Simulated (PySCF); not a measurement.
C₂H₆Se, SMILES C[Se]C. Atoms are numbered in the order given.

```xyz
9

C      1.4637     0.0000     0.8255
Se     0.0000     0.0000    -0.4777
C     -1.4637     0.0000     0.8255
H      1.4253     0.9075     1.4588
H      2.4092     0.0000     0.2506
H      1.4253    -0.9075     1.4588
H     -1.4253     0.9075     1.4588
H     -2.4092     0.0000     0.2506
H     -1.4253    -0.9075     1.4588
```
Charge 0, spin multiplicity 1.

Geometry: PBE-D3(BJ)/def2-SVP.

The numbers are results of HF/def2-TZVPD (PySCF), not measurements.

The molecule is in vacuum.

**Question.** Estimate the frontier levels, gap, dipole moment and polarisability. (An estimate is asked for; the answer gives what the named calculation found.)

**Answer.** 
```
Property                                                                                                        Value
---------------------------------------------------------------------------------------------  ----------------------
highest occupied level                                                                                       -8.65 eV
lowest empty level                                                                                            1.57 eV
orbital gap                                                                                                  10.22 eV
dipole moment                                                                                                  1.69 D
quadrupole, principal values (traceless, Buckingham form, about the centre of nuclear charge)  -3.50, -0.93, 4.43 D·Å
mean static polarisability                                                                       55.7 bohr³ (8.26 Å³)
polarisability, principal values                                                               47.3, 55.5, 64.5 bohr³
```
